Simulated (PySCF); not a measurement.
# Selenium: a sound run and one with changed settings

Sound run: Se [Ar] 3d10 4s2 4p4, Se⁺ [Ar] 3d10 4s2 4p3. Computed with PySCF 2.14 in jorge-DZP-DKH, with scalar relativity by spin-free X2C-1e. In the sound run the correlated levels freeze [Ar] 3d10. The sound run starts from symmetry-adapted Hartree-Fock orbitals and uses a fine grid where one is needed.

Changed run: basis STO-3G, all-electron and non-relativistic. This setting is unsound on purpose.

| species | method | sound run (hartree) | changed run (hartree) | converged |
| --- | --- | --- | --- | --- |
| Se | UHF | -2427.93281 | -2373.52734 | yes |
| Se | r2SCAN | -2429.64846 | -2374.87321 | yes |
| Se | BP86 | -2430.00087 | -2374.97047 | yes |
| Se | MP2 | -2427.96561 | -2373.52734 | yes |
| Se⁺ | UHF | -2427.62254 | -2373.29984 | yes |
| Se⁺ | r2SCAN | -2429.29498 | -2374.59719 | yes |
| Se⁺ | BP86 | -2429.64292 | -2374.68796 | yes |
| Se⁺ | MP2 | -2427.64960 | -2373.29984 | yes |

Ionisation energy of Se:

| method | sound run (eV) | changed run (eV) |
| --- | --- | --- |
| UHF | 8.443 | 6.191 |
| r2SCAN | 9.619 | 7.511 |
| BP86 | 9.741 | 7.687 |
| MP2 | 8.599 | 6.191 |
| SCS-MP2 | 8.611 | 6.191 |

A minimal basis cannot let orbitals breathe on ionisation and holds almost no correlation. The Hamiltonian changed with the basis, so the totals do not compare.

For comparison, NIST gives 9.752 eV between the lowest levels.
